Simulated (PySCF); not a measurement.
Below is a simulated gas-phase Si 2p photoelectron spectrum of `[SiH3][SiH]([SiH3])[O][GeH3]`.

Every computed line was given a Gaussian of 0.6 eV full width at half maximum and an area set by the number of equivalent atoms (split 2:1 within a doublet); the highest printed point is 100. Computed, not measured: PySCF 2.14.0, delta-SCF UKS SCAN, pcX-2 on the ionised atom, pcseg-1 elsewhere, spin-free X2C.

(binding energy (eV), intensity): (105.5, 1), (105.6, 2), (105.7, 5), (105.8, 11), (105.9, 22), (106.0, 39), (106.1, 59), (106.2, 79), (106.3, 94), (106.4, 100), (106.5, 99), (106.6, 93), (106.7, 86), (106.8, 78), (106.9, 71), (107.0, 62), (107.1, 53), (107.2, 43), (107.3, 32), (107.4, 23), (107.5, 15), (107.6, 8), (107.7, 4), (107.8, 2), (107.9, 1), (108.0, 0), (108.1, 0)

Task: How many maxima does the curve show, and how many computed lines lie under it?

Result: The curve has 1 maximum (at 106.4 eV). Under it lie 4 lines from 2 inequivalent silicon sites, each drawn as a 2p3/2, 2p1/2 pair. At this width some lines have no maximum of their own.

Task: Decompose the envelope and assign each component. Numbering: `[SiH3:1][SiH:2]([SiH3:3])[O:4][GeH3:5]`.

Result: 
| position (eV) | relative area | line | atoms | environment |
| --- | --- | --- | --- | --- |
| 106.30 | 1.33 | Si 2p3/2 | Si1/Si3 | SiH3 silicon |
| 106.62 | 0.67 | Si 2p3/2 | Si2 | oxygen-bound silicon |
| 106.93 | 0.67 | Si 2p1/2 | Si1/Si3 | SiH3 silicon |
| 107.25 | 0.33 | Si 2p1/2 | Si2 | oxygen-bound silicon |

Task: What are the centre and the root-mean-square width of the whole band?

Result: The area-weighted mean of the lines is 106.62 eV. Their own spread about it is 0.33 eV (rms) and each Gaussian has σ = 0.6/2.355 = 0.25 eV; the variances add, which gives 0.42 eV.

The listed Si 2p3/2 values span 0.32 eV, from Si1/Si3 (bonded to 3 H and Si) to Si2 (bonded to O, H and 2 Si). Summing the Pauling electronegativity differences to the bonded atoms, each weighted by its formal bond order, gives +0.90 for the lowest site and +1.84 for the highest.

The curve has no shake-up lines and no vibrational structure. One atom of each set of topologically equivalent atoms was ionised and stands for the set; in this conformer not all members are related by symmetry, and their own values weren't computed. Spin–orbit coupling isn't in the SCF: each 2p doublet comes from a relaxed spin-free hole plus a matrix of the shell (mean-field spin–orbit coupling and the ground-state 2p splitting), with 2p3/2 averaged over its two sublevels. 2p1/2 minus 2p3/2 (ligand field included): Si 0.62 eV. One conformer (not necessarily the lowest) at the PBE0-D3(BJ)/def2-SVP geometry, without solvent, vibrations or thermal averaging.

The values belong to the conformer `[SiH3:1][SiH:2]([SiH3:3])[O:4][GeH3:5]`: Si1–Si2–O4–Ge5 176°.
